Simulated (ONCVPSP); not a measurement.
# hafnium (Hf), ONCV: configuration errors across variants

- Element: Hf
- Generator: ONCVPSP 4.0.1
- Type: optimised norm-conserving Vanderbilt (ONCV)
- Functional: PBE
- Relativity: scalar-relativistic
- Frozen core: [Kr] 4d10 4f14 5s2
- Valence charge: 10
- Reference configuration: 5p6 5d3 6s1
- Partial waves: 6s: rc 2.60 bohr, ncon 4, nbas 8, qcut 2.1 1/bohr, 2 projectors, debl 1.2 Ha; 5p: rc 1.85 bohr, ncon 4, nbas 7, qcut 9.2 1/bohr, 2 projectors, debl 2.3 Ha; 5d: rc 3.10 bohr, ncon 3, nbas 8, qcut 5.6 1/bohr, 2 projectors, debl 2.2 Ha
- Local potential: polynomial inside 1.85 bohr (lpopt 5, dvloc0 -1 Ha)
- Core correction: Teter function, parameters optimised by the program

All-electron excitation energies from the reference (eV): (1) 5p6 5d2 6s2 -2.593; (2) 5p6 5d2 6s1 5.384; (3) 5p6 5d2 6s0 19.564.

2 further variants failed, have other tests or another functional or relativity, and are left out.

A true bound ghost makes a file unfit for plane-wave use even where its test errors are small: the radial tests pick states by their node count and pass the ghost by.

Errors AE − PS in meV (a dash: test not solved or not reliable):

```tsv
change	(1)	(2)	(3)	bound ghosts	GHOST(+) flags above zero
base	-5.7	-1.8	-11	s	none
d: rc 3.38	-0.6	+0.7	-14	s	none
p: rc 2.42	-5.5	-1.8	-13	s	none
s: nproj 1	-5.2	+1.0	-11	s	none
p: qcut 6.5	-5.7	-1.8	-12	s	none
local potential polynomial inside 1.25 bohr (lpopt 5, dvloc0 -1 Ha)	-5.7	-1.6	-11	s	s
```

**Question.** Give the same row for: s: qcut 1.9; p: qcut 8.3; d: qcut 5.

**Answer.** +2.5, +1.5, -15; bound ghosts: s; GHOST(+) flags above zero: none.
